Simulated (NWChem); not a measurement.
System: CH$_{4}$BeSe; SMILES [SeH][Be][CH3]

Input file for NWChem:

```
start job
memory heap 200 mb stack 900 mb global 1100 mb
geometry units angstroms noautoz
  Be     0.051371    -1.101742    -0.001846
  C      0.008165    -2.775188     0.000178
  H     -0.722384    -3.174275    -0.725702
  H     -0.258153    -3.189134     0.988459
  H      0.988397    -3.206609    -0.272223
  Se     0.142525     0.940664    -0.004658
  H     -1.329778     1.011123     0.005750
end
basis spherical
  * library def2-svpd
end
dft
  xc pbe0
  iterations 150
end
tddft
  cis
  nroots 6
  notriplet
end
task tddft energy
```

Coordinates come from a PBE0/def2-SVP optimisation.

Vertical excitations in the gas phase.

### Question
Predict the main results of this run. (PBE0/def2-SVPD, TDA.) Quantities: lowest excitation, singlet (eV); oscillator strength of that lowest state; lowest state with f > 0.02, singlet (eV); oscillator strength of that bright state; orbital gap (eV).

### Answer
```yaml
lowest excitation, singlet (eV): 5.04
oscillator_strength_of_that_lowest_state: 0.001
lowest state with f > 0.02, singlet (eV): 5.71
oscillator_strength_of_that_bright_state: 0.058
orbital gap (eV): 6.55
```
